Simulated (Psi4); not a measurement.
trisilane (H8Si3), singlet, geometry from GFN2-xTB; MP2/6-31G** in Psi4.

Here is a job for Psi4.
```
memory 2 GB

molecule {
0 1
Si    1.84432290    0.77860164   -0.04110347
Si    0.16379903   -0.81201995   -0.09423711
Si   -1.99809478   -0.01629041    0.12957175
H     3.19879625    0.23212408   -0.15194079
H     1.70376913    1.74795172   -1.13153874
H     1.81506555    1.55112694    1.20427504
H     0.41933807   -1.82522230    0.94502319
H     0.26959099   -1.59008582   -1.34137895
H    -2.32206127    0.96226193   -0.91258946
H    -2.19093967    0.66715543    1.41181846
H    -3.03393905   -1.04938986    0.05709489
}

set {
  basis 6-31g**
  freeze_core true
}

energy('mp2')
print_variables()
```

Task: What does Psi4 print? Leave out banner, timings and long lists.

Result: 
```
    SCF Algorithm Type (re)set to DF.

   => Loading Basis Set <=

    Name: 6-31G**
    Role: ORBITAL
    Keyword: BASIS

         ---------------------------------------------------------
                                   SCF
               by Justin Turney, Rob Parrish, Andy Simmonett
                          and Daniel G. A. Smith
                              RHF Reference
         ---------------------------------------------------------

  ==> Geometry <==

    Molecular point group: c1
    Full point group: C1

    Geometry (in Angstrom), charge = 0, multiplicity = 1:

       Center              X                  Y                   Z               Mass
    ------------   -----------------  -----------------  -----------------  -----------------
         SI           1.842811374268     0.786094890879    -0.040233858348    27.976926534650
         SI           0.162287504268    -0.804526699121    -0.093367498348    27.976926534650
         SI          -1.999606305732    -0.008797159121     0.130441361652    27.976926534650
         H            3.197284724268     0.239617330879    -0.151071178348     1.007825032230
         H            1.702257604268     1.755444970879    -1.130669128348     1.007825032230
         H            1.813554024268     1.558620190879     1.205144651652     1.007825032230
         H            0.417826544268    -1.817729049121     0.945892801652     1.007825032230
         H            0.268079464268    -1.582592569121    -1.340509338348     1.007825032230
         H           -2.323572795732     0.969755180879    -0.911719848348     1.007825032230
         H           -2.192451195732     0.674648680879     1.412688071652     1.007825032230
         H           -3.035450575732    -1.041896609121     0.057964501652     1.007825032230

  Running in c1 symmetry.

  Rotational constants: A =      0.34236  B =      0.06448  C =      0.05730 [cm^-1]
  Rotational constants: A =  10263.84180  B =   1933.18907  C =   1717.72608 [MHz]
  Nuclear repulsion =  193.831432874662937

  Charge       = 0
  Multiplicity = 1
  Electrons    = 50
  Nalpha       = 25
  Nbeta        = 25

  ==> Algorithm <==

  SCF Algorithm Type is DF.
  DIIS enabled.
  MOM disabled.
  Fractional occupation disabled.
  Guess Type is SAD.
  Energy threshold   = 1.00e-08
  Density threshold  = 1.00e-08
  Integral threshold = 1.00e-12

  ==> Primary Basis <==

  Basis Set: 6-31G**
    Blend: 6-31G**
    Number of shells: 48
    Number of basis functions: 97
[...]
  @DF-RHF Final Energy:  -871.39436469706436
    Total Energy =                       -871.3943646970643613
[...]

  //>>>>>>>>>>>>>>>>>>>>>>>>>>>>>>>>>>>//
  //               DFMP2               //
  //<<<<<<<<<<<<<<<<<<<<<<<<<<<<<<<<<<<//

   => Loading Basis Set <=

    Name: (6-31G** AUX)
    Role: RIFIT
    Keyword: DF_BASIS_MP2

	 --------------------------------------------------------
	                          DF-MP2
	      2nd-Order Density-Fitted Moller-Plesset Theory

	        Rob Parrish, Justin Turney, Andy Simmonett,
	           Ed Hohenstein, and C. David Sherrill
	 --------------------------------------------------------

   => Auxiliary Basis Set <=

  Basis Set: (6-31G** AUX)
    Blend: CC-PVDZ-RI
    Number of shells: 120
    Number of basis functions: 340
    Number of Cartesian functions: 390
    Spherical Harmonics?: true
    Max angular momentum: 3

	 --------------------------------------------------------
	                 NBF =    97, NAUX =   340
	 --------------------------------------------------------
	   CLASS    FOCC     OCC    AOCC    AVIR     VIR    FVIR
	   PAIRS      15      25      10      72      72       0
	 --------------------------------------------------------

	-----------------------------------------------------------
	 ==================> DF-MP2 Energies <====================
	-----------------------------------------------------------
	 Reference Energy          =    -871.3943646970643613 [Eh]
	 Singles Energy            =      -0.0000000000000000 [Eh]
	 Same-Spin Energy          =      -0.0408390391139912 [Eh]
	 Opposite-Spin Energy      =      -0.2505980456923780 [Eh]
	 Correlation Energy        =      -0.2914370848063692 [Eh]
	 Total Energy              =    -871.6858017818707367 [Eh]
	-----------------------------------------------------------
	 ================> DF-SCS-MP2 Energies <==================
	-----------------------------------------------------------
	 SCS Same-Spin Scale       =       0.3333333333333333 [-]
	 SCS Opposite-Spin Scale   =       1.2000000000000000 [-]
	 SCS Same-Spin Energy      =      -0.0136130130379971 [Eh]
	 SCS Opposite-Spin Energy  =      -0.3007176548308536 [Eh]
	 SCS Correlation Energy    =      -0.3143306678688506 [Eh]
	 SCS Total Energy          =    -871.7086953649331917 [Eh]
	-----------------------------------------------------------

  Variable Map:
  ----------------------------------------------------------------------------
[...]
  Array Variable Map:
  ----------------------------------------------------------------------------
[...]
[...]
```
